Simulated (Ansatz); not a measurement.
Ansatz (a quantum-chemistry and plane-wave program) input:

Ansatz 0.2 input:
```yaml
crystal:
  periodic: [false, false, false]
  atoms:
    - {symbol: C, position_ang: [-1.57134258, -0.10320247, 0.09732003]}
    - {symbol: C, position_ang: [-0.29556389, -0.64765176, -0.47487173]}
    - {symbol: C, position_ang: [0.93663436, -0.10155905, -0.18602622]}
    - {symbol: O, position_ang: [1.23429987, 0.88461565, 0.55435240]}
    - {symbol: H, position_ang: [-2.12889433, -0.82710984, 0.71594699]}
    - {symbol: H, position_ang: [-1.32489634, 0.74824106, 0.73774572]}
    - {symbol: H, position_ang: [-2.28544814, 0.25575555, -0.66347399]}
    - {symbol: H, position_ang: [-0.33558096, -1.50429711, -1.14280908]}
    - {symbol: H, position_ang: [1.78205344, -0.63503520, -0.70076135]}
basis:
  gaussian:
    orbitals: def2-TZVPD
hamiltonian:
  xc: {name: revPBE}
total_charge: -1
output: {forces: true}
```

What final total energy does it print?

-192.57211 Eh (revPBE/def2-TZVPD). The basis has 196 functions.

It need not be the lowest isomer of its formula. Whether it binds its extra electron was not tested at this geometry.
